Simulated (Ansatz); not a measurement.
Isolated molecules relaxed with PBE0-D4/def2-TZVP in Ansatz; ΔE leaves out vibrations. CBS: MP2 limit from def2 TZ/QZ plus the TZ coupled-cluster correction, frozen cores. Functionals use def2-TZVPP. B3LYP here is the variant with VWN-RPA as its local correlation; programs differ in this. For Ge outer-core shells are correlated without core-valence functions, which leaves a few kJ/mol of doubt a bond. Scalar relativity is left out up to krypton. Each species was taken in one conformer, which may not be the lowest.

`C[SiH](Cl)C#CO` + `O[BH][GeH3]` → `C[SiH](Cl)[GeH3]` + `OBC#CO`  (redistribution)

```json
{"level": "PBE-D4", "ΔE (kJ/mol)": "-47.7", "difference from CCSD(T)/CBS": "-12.6"}
{"level": "r2SCAN-D4", "ΔE (kJ/mol)": "-43.3", "difference from CCSD(T)/CBS": "-8.2"}
{"level": "PBE0-D4", "ΔE (kJ/mol)": "-45.0", "difference from CCSD(T)/CBS": "-9.9"}
{"level": "B3LYP-D4", "ΔE (kJ/mol)": "-42.9", "difference from CCSD(T)/CBS": "-7.8"}
{"level": "ωB97X-V", "ΔE (kJ/mol)": "-37.0", "difference from CCSD(T)/CBS": "-1.9"}
{"level": "ωB97M-V", "ΔE (kJ/mol)": "-37.2", "difference from CCSD(T)/CBS": "-2.1"}
{"level": "B2PLYP", "ΔE (kJ/mol)": "-37.9", "difference from CCSD(T)/CBS": "-2.8"}
{"level": "PBE", "ΔE (kJ/mol)": "-47.0", "difference from CCSD(T)/CBS": "-11.9"}
{"level": "r2SCAN", "ΔE (kJ/mol)": "-43.3", "difference from CCSD(T)/CBS": "-8.2"}
{"level": "PBE0", "ΔE (kJ/mol)": "-44.2", "difference from CCSD(T)/CBS": "-9.1"}
{"level": "B3LYP", "ΔE (kJ/mol)": "-41.7", "difference from CCSD(T)/CBS": "-6.6"}
{"level": "HF/def2-TZVPP", "ΔE (kJ/mol)": "-34.8", "difference from CCSD(T)/CBS": "0.3"}
{"level": "MP2/def2-TZVPP", "ΔE (kJ/mol)": "-32.8", "difference from CCSD(T)/CBS": "2.3"}
{"level": "SCS-MP2/def2-TZVPP", "ΔE (kJ/mol)": "-31.1", "difference from CCSD(T)/CBS": "4.0"}
{"level": "CCSD/def2-TZVPP", "ΔE (kJ/mol)": "-33.9", "difference from CCSD(T)/CBS": "1.2"}
{"level": "CCSD(T)/def2-TZVPP", "ΔE (kJ/mol)": "-34.2", "difference from CCSD(T)/CBS": "0.9"}
{"level": "HF/def2-QZVPP", "ΔE (kJ/mol)": "-35.1", "difference from CCSD(T)/CBS": "0.0"}
{"level": "MP2/def2-QZVPP", "ΔE (kJ/mol)": "-33.4", "difference from CCSD(T)/CBS": "1.7"}
{"level": "SCS-MP2/def2-QZVPP", "ΔE (kJ/mol)": "-31.7", "difference from CCSD(T)/CBS": "3.4"}
{"level": "HF/CBS(def2)", "ΔE (kJ/mol)": "-35.1", "difference from CCSD(T)/CBS": "0.0"}
{"level": "MP2/CBS(def2)", "ΔE (kJ/mol)": "-33.7", "difference from CCSD(T)/CBS": "1.4"}
{"level": "CCSD/CBS(def2)", "ΔE (kJ/mol)": "-34.8", "difference from CCSD(T)/CBS": "0.3"}
{"level": "CCSD(T)/CBS", "ΔE (kJ/mol)": "-35.1", "difference from CCSD(T)/CBS": "0"}
```

Largest T1 diagnostic among the species: 0.015.
